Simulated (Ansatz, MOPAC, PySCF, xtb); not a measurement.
Complex: HCl (SMILES Cl) (first 2 atoms) with ClH3Si (SMILES [SiH3]Cl); geometry from B3LYP-D3(BJ)/def2-TZVP, rigid monomers moved along the line of their centres of mass till H2···Cl4 is 2.84 Å.
(charge 0, multiplicity 1):
| atom | x (Å) | y (Å) | z (Å) |
|---|---|---|---|
| Cl | 0.1814 | 0.4272 | -0.0816 |
| H | -0.0892 | -0.4557 | 0.8177 |
| Si | 0.0035 | 0.5626 | 4.1825 |
| Cl | -0.4477 | -1.3467 | 3.4851 |
| H | -0.0912 | 0.5233 | 5.6537 |
| H | -0.9813 | 1.4976 | 3.6114 |
| H | 1.3718 | 0.8920 | 3.7469 |

Counterpoise-corrected where a basis set is named; no monomer relaxation. Rows marked so take none.

Frozen-core correlation. CBS: X⁻³ extrapolation of the correlation energy, Hartree–Fock from the larger set. Rows in 6-311+G**, 6-31G*, LANL2DZ carry no dispersion term and start afresh at each structure (6-31G* with six Cartesian d functions). LANL2DZ brings its own core potentials from Na on. The state reached by PM7 isn't checked; PM7 holds dispersion and hydrogen-bond terms.

Run with Ansatz (a quantum-chemistry and plane-wave program) with Gaussian orbitals; MOPAC for PM7 (differences of heats of formation); PySCF for 6-311+G** rows, 6-31G* rows, LANL2DZ rows; xtb for the GFN methods. Each number belongs to the level named beside it.

| level | interaction energy (kJ/mol) |
|---|---|
| PM7 | -8.9 |
| GFN1-xTB | -6.3 |
| HF/6-31G* | -3.5 |
| B3LYP/6-311+G** (no counterpoise) | -6.0 |
| B3LYP/LANL2DZ (no counterpoise) | -9.0 |
| B3LYP/def2-TZVPPD | [?] |
| wB97X-V/def2-TZVPPD | -9.4 |
| MP2/aug-cc-pV(D+d)Z | -9.0 |
| MP2/CBS(aug-cc-pV(D+d)Z, aug-cc-pV(T+d)Z) + ΔCCSD(T)/aug-cc-pV(D+d)Z | -9.3 |

Task: Complete the blanks.

Result: 
- B3LYP/def2-TZVPPD, interaction energy (kJ/mol): -4.2
